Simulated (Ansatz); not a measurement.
`[OH][Al]1[CH2][CH2]1` + `B[CH]([GeH3])Br` → `[Br][Al]1[CH2][CH2]1` + `B[CH](O)[GeH3]`  (redistribution)

Gas-phase electronic energies from Ansatz, PBE0-D4/def2-TZVP geometries. CCSD(T)/CBS is the MP2 limit (def2-TZVPP, def2-QZVPP) plus CCSD(T) − MP2 in def2-TZVPP, frozen cores. Functionals use def2-TZVPP. For Br, Ge outer-core shells are correlated without core-valence functions, which leaves a few kJ/mol of doubt a bond. Scalar relativity is left out up to krypton. One conformer a species, not always the lowest.

```tsv
level	ΔE (eV)
LDA (SPW92)	-0.15
revPBE	-0.06
RPA@PBE/def2-TZVPP	0.19
HF/def2-TZVPP	0.23
```

Task: What does CCSD(T)/CBS give? (Best estimate.)

Result: Ansatz gave: +0.21 eV. The listed levels differ from it by -0.36, -0.27, -0.02, 0.02 eV.

Largest T1 diagnostic among the species: 0.013.

From PBE to PBE0 (25 % exact exchange), in def2-TZVPP and without D4, ΔE moves by +0.04 eV. The D4 term adds +0.03 eV with B3LYP and +0.02 eV with PBE0; it sums over pairs of atoms, weighted by their polarisabilities, and B3LYP, whose exchange is more repulsive, gets the larger term. At CCSD(T), def2-SVP lies −0.20 eV from the extrapolated value and def2-TZVPP −0.03 eV.

B3LYP here is the variant with VWN-RPA as its local correlation; programs differ in this.
